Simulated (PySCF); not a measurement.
## Spinor energies of Cl⁴⁺ (chlorine, charge +4)

Start: [Ne] 3s2 3p1; 3p1/2 filled at m_j = +1/2. Calculated with PySCF 2.14 in x2c-SVPall-2c (4s4p1d, 21 functions): generalised Hartree-Fock with the X2C-1e Hamiltonian and a Gaussian nucleus; one run each with spin-orbit coupling (SO) switched off, then screened by Boettger's factors.

| spinor shell | electrons | ε, spin-free (eV) | ε, screened SO (eV) | weight of nominal j (screened SO) | rms radius, screened SO (bohr) |
| --- | --- | --- | --- | --- | --- |
| 1s1/2 | 2 | -2929.4 | -2929.4 | 1.000 | 0.105 |
| 2s1/2 | 2 | -354.11 | -354.07 | 1.000 | 0.477 |
| 2p1/2 | 2 | -283.42 | -285.07 | 0.991 | 0.446 |
| 3s1/2 | 2 | -79.859 | -79.842 | 0.997 | 1.46 |
| 3p1/2 | 1 | -67.179 | -67.304 | 0.959 | 1.58 |

**Question.** Where does 2p3/2 lie, and what is the 2p spin-orbit splitting (screened SO)?

**Answer.** At -282.54 eV, 2.526 eV above 2p1/2.

```tsv
quantity	spin-free	screened SO
E (hartree)	-456.09739	-456.10263
M_J	1/2	1/2
⟨J²⟩	1.043	0.883
⟨L²⟩	2.032	2.031
⟨S²⟩	0.761	0.761
```

Each row is a mean over spinors that exchange with the open shell spreads, by up to 1.786 eV (2p1/2).

⟨J²⟩ departs a little from M_J(M_J + 1) because the unrestricted spinors polarise the closed shells.

Without spin-orbit coupling the j labels of p, d and f shells carry no meaning; the spin-free column gives the mean over the occupied spinors of each nl shell, and its ⟨J²⟩ belongs to a mixture of degenerate components.
